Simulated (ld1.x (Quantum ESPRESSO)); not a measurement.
Before and after: RRKJ potential for Ga (Z = 31)

gallium, norm-conserving RRKJ (Kleinman–Bylander form), made with ld1.x (Quantum ESPRESSO) 7.5 (LDA (PZ), scalar-relativistic). Core [Ar], reference 3d10 4s1.5 4p1.5. Waves: 4s (bound): rc 1.85 bohr; 4p (bound): rc 2.55 bohr; 3d (bound): rc 1.35 bohr. Local part: the d channel. Core correction: none. rho0 = 0.01.

All-electron outer shells of the reference configuration (LDA (PZ), scalar-relativistic, ld1.x):

| shell | level (eV) | outermost node (bohr) | outermost maximum (bohr) |
| --- | --- | --- | --- |
| 3s | -148.42 | 0.27 | 0.56 |
| 3p | -99.64 | 0.24 | 0.56 |
| 3d | -20.36 | – | 0.53 |
| 4s | -9.75 | 0.81 | 1.87 |
| 4p | -3.14 | 0.87 | 2.47 |

Change: all radii scaled by about 1.39 (s 2.58, p 3.54, d 1.88 bohr).

Cutoffs: the cutoffs (Ry, on a coarse ladder) from which the occupation-weighted sum of valence levels, in a spherical-Bessel basis at the reference potential, stays within 10 and 1 mRy of its value at 400 Ry; they do not see the model core or the augmentation charge, which bear on the density cutoff. Errors are all-electron minus pseudo energies relative to the spin-unpolarised reference configuration.

Question: How do hardness, ghosts and transferability respond?

Answer: The potential gets softer (160 Ry and 300 Ry → 100 Ry and 160 Ry); the bound ghosts move from p, s to s; of the 9 tests that both files solve, the error grows in 5 and shrinks in 3 by more than 15 % and 0.3 meV (median size 0.8 → 1.5 meV). A larger radius leaves more room for a smooth pseudo-wave, so fewer plane waves are needed.

```tsv
quantity	base	changed
cutoff, loose	160 Ry	100 Ry
cutoff, tight	300 Ry	160 Ry
loose cutoff by channel (10 mRy a level)	s 30 Ry, p 6 Ry, d 140 Ry	s 8 Ry, p 6 Ry, d 80 Ry
bound ghosts	s, p	s
error for 3d10 4s2 4p1, meV [ΔE -3.26 eV]	+0.4	-0.3
error for 3d10 4s2 4p0, meV [ΔE 2.63 eV]	-0.8	-1.5
error for 3d10 4s1 4p0, meV [ΔE 24.13 eV]	+5.7	-12
error for 3d9 4s0 4p0, meV [ΔE 119.95 eV]	+55	-413
error for 3d10 4s2 4p1.3, meV [ΔE -3.84 eV]	+0.6	-0.2
error for 3d10 4s1 4p1, meV [ΔE 10.07 eV]	+0.6	-2.0
error for 3d10 4s1 4p2, meV [ΔE 3.35 eV]	-0.2	-0.9
error for 3d10 4s1.5 4p1.5 (spin-polarised), meV [ΔE -0.58 eV]	+12	-2.4
error for 3d10 4s2 4p1 (spin-polarised), meV [ΔE -3.40 eV]	+2.0	-0.6
```

 A true bound ghost makes a file unfit for plane-wave use even where its test errors are small: the radial tests pick states by their node count and pass the ghost by.
